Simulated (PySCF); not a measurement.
## Removal energies of Ca²⁺ from EOM-IP-GCCSD

Reference: closed-shell Ca²⁺, [Ar]; one electron is removed. Calculated with PySCF 2.14, two-component X2C-1e with screened spin-orbit coupling, an uncontracted even-tempered set (22 s from 0.0095 bohr⁻², ratio 2.6; 16 p from 0.012 bohr⁻², ratio 2.6; 8 d from 0.013 bohr⁻², ratio 2.8; 3 f from 2.3 bohr⁻², ratio 2.8); frozen [Ne]; the 66 highest virtual spinors dropped; of the others 50 kept and the rest restored at second order. No Breit or QED terms. Binding energies in eV.

| level | Koopmans | second order | EOM-CCSD |
| --- | --- | --- | --- |
| 3s1/2 | 76.095 | 70.334 | 69.889 |
| 3p1/2 | 51.366 | 50.927 | 51.047 |
| 3p3/2 | 50.935 | 50.521 | 50.641 |

In EOM-CCSD the overlap with the one-orbital guess is low for 3s1/2 (weight 0.79). That can mean mixing with two-hole, one-particle states, where second order and EOM-CCSD lose accuracy, or only a rotation among the degenerate components of the shell; the terms of those configurations are not listed.

For comparison, the ionisation energy of Ca²⁺ is 50.913 eV (measured; NIST Atomic Spectra Database, ionization energies).

The screened spin-orbit operator tends to give fine-structure splittings of light species too large.
